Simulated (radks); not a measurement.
Task: All-electron atom: the ruthenium ion Ru3+ in [Kr] 4d5. Calculated with a radial shooting solver on a logarithmic mesh with Libxc functionals: Dirac Kohn-Sham, PBEsol, spin-unpolarised, spherical densities, point nucleus; open shells fill j = l - 1/2 first. Some entries of the table are withheld. Estimate them.

orbital  occ.  eigenvalue (eV)  r(max) (bohr)
1s1/2       2        -21948.34        0.02172
2s1/2       2        -3185.617         0.1231
2p1/2       2              (1)        0.09549
2p3/2       4              (2)        0.09949
3s1/2       2        -589.8191         0.3620
3p1/2       2        -497.1614         0.3487
3p3/2       4        -474.9557         0.3582
3d3/2       4        -310.8369         0.2993
3d5/2       6        -306.5079         0.3021
4s1/2       2        -110.8068         0.9121
4p1/2       2         -82.9184         0.9616
4p3/2       4         -79.4148         0.9859
4d3/2       4              (3)          1.165
4d5/2       1              (4)          1.174

Result: 
(1) 2p1/2 eigenvalue (eV): -2946.705
(2) 2p3/2 eigenvalue (eV): -2815.906
(3) 4d3/2 eigenvalue (eV): -37.4894
(4) 4d5/2 eigenvalue (eV): -37.0735
